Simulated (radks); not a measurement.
Problem. Radial electron density D(r) = 4 pi r^2 rho(r) of an atom or ion with 8 electrons. Calculated with a radial shooting solver on a logarithmic mesh with Libxc functionals: non-relativistic Kohn-Sham, PBE, spin-polarised, spherical densities, point nucleus.

```
   r/bohr * D(r) (the largest magnitude, 10.9, reaches the edge; | marks zero)
  0.01385 |     *
  0.01537 |      *
  0.01706 |       *
  0.01893 |         *
  0.02083 |          *
  0.02312 |            *
  0.02565 |               *
  0.02846 |                 *
  0.03133 |                    *
  0.03477 |                       *
  0.03858 |                          *
   0.0428 |                              *
  0.04712 |                                 *
  0.05228 |                                     *
  0.05801 |                                         *
  0.06437 |                                             *
  0.07085 |                                                *
  0.07862 |                                                   *
  0.08724 |                                                     *
   0.0968 |                                                      *
   0.1066 |                                                      *
   0.1182 |                                                     *
   0.1312 |                                                   *
   0.1456 |                                                *
   0.1602 |                                             *
   0.1778 |                                        *
   0.1973 |                                    *
   0.2189 |                               *
    0.241 |                            *
   0.2674 |                         *
   0.2967 |                        *
   0.3292 |                        *
   0.3624 |                         *
   0.4021 |                           *
   0.4461 |                              *
    0.495 |                                *
   0.5449 |                                  *
   0.6046 |                                   *
   0.6709 |                                  *
   0.7444 |                                *
   0.8195 |                             *
   0.9093 |                         *
    1.009 |                    *
    1.119 |                *
    1.232 |           *
    1.367 |        *
    1.517 |     *
    1.684 |  *
    1.853 | *
    2.056 |*
    2.282 *
    2.532 *
    2.787 *
    3.092 *
```

What is the nuclear charge?

Solution. Z = 10. The innermost maximum, from 1s, lies near 1/Z = 0.1 bohr (found: 0.104), and its height grows with Z. The density is that of the neon ion Ne2+ in [He] 2s2 2p4; the configuration itself is not fixed sharply by these data. D(r) has 2 maxima, at r = 0.104, 0.614 bohr, and minima at 0.311 bohr, inside which lie 2.21 electrons.
